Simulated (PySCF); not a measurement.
**Bonding in `C[C@@H](F)[Si@@H](C=O)C(F)F`**

C4H7F3OSi.
Numbering: `[CH3:1][C@@H:2]([F:3])[Si@@H:4]([CH:5]=[O:6])[CH:7]([F:8])[F:9]` (hydrogens: H10, H11, H12 on C1; H13 on C2; H14 on Si4; H15 on C5; H16 on C7)

Cartesian coordinates in Å at the GFN2-xTB level; atoms count from 1:
```
atom  x, y, z in Å
C1    -1.453   -0.638    1.682
C2    -0.378   -0.993    0.669
F3    -0.746   -2.160   -0.006
Si4   -0.094    0.364   -0.661
C5     0.587    1.955    0.195
O6     0.345    2.228    1.342
C7     1.295   -0.251   -1.873
F8     2.500   -0.281   -1.237
F9     1.432    0.640   -2.895
H10   -2.403   -0.464    1.183
H11   -1.581   -1.445    2.400
H12   -1.159    0.265    2.209
H13    0.553   -1.254    1.190
H14   -1.273    0.649   -1.479
H15    1.225    2.633   -0.407
H16    1.143   -1.240   -2.324
```

Bond orders from the PBE0/pcSseg-1 density (PySCF). Geometry: GFN2-xTB, one conformer, isolated molecule.

Q: How far do the computed orders between heavy atoms stray from the drawn ones?

A: The largest departure is 0.177, at C2–F3 (drawn single, 0.823). Drawn single, order below 0.88: C2–F3 (0.823), Si4–C5 (0.827) and Si4–C7 (0.833).

Q: Give the Mayer order of every bond, beside its length.

A: 
| bond | drawn as | length (Å) | Mayer order |
| --- | --- | --- | --- |
| C1–C2 | single | 1.519 | 1.051 |
| C2–F3 | single | 1.397 | 0.823 |
| C2–Si4 | single | 1.921 | 0.898 |
| Si4–C5 | single | 1.932 | 0.827 |
| C5–O6 | double | 1.203 | 1.950 |
| Si4–C7 | single | 1.942 | 0.833 |
| C7–F8 | single | 1.363 | 0.899 |
| C7–F9 | single | 1.362 | 0.906 |
| C1–H10 | single | 1.087 | 0.958 |
| C1–H11 | single | 1.088 | 0.955 |
| C1–H12 | single | 1.086 | 0.938 |
| C2–H13 | single | 1.099 | 0.922 |
| Si4–H14 | single | 1.463 | 0.949 |
| C5–H15 | single | 1.108 | 0.904 |
| C7–H16 | single | 1.098 | 0.940 |

Bonds between the same two heavy elements. C–F: lowest C2–F3 (0.823, 1.397 Å), highest C7–F9 (0.906, 1.362 Å). C–Si: lowest Si4–C5 (0.827, 1.932 Å), highest C2–Si4 (0.898, 1.921 Å).

Q: Sum the orders of all bonds at each heavy atom with more than one neighbour and set the sums beside the valence in the SMILES.

A: C1 3.902 (drawn 4), C2 3.694 (drawn 4), Si4 3.507 (drawn 4), C5 3.681 (drawn 4), C7 3.578 (drawn 4). Orders between atoms that aren't bonded are not in these sums.

The Mayer order sums products of elements of PS (density times overlap matrix) between the two atoms' basis functions, so it depends on the basis set.
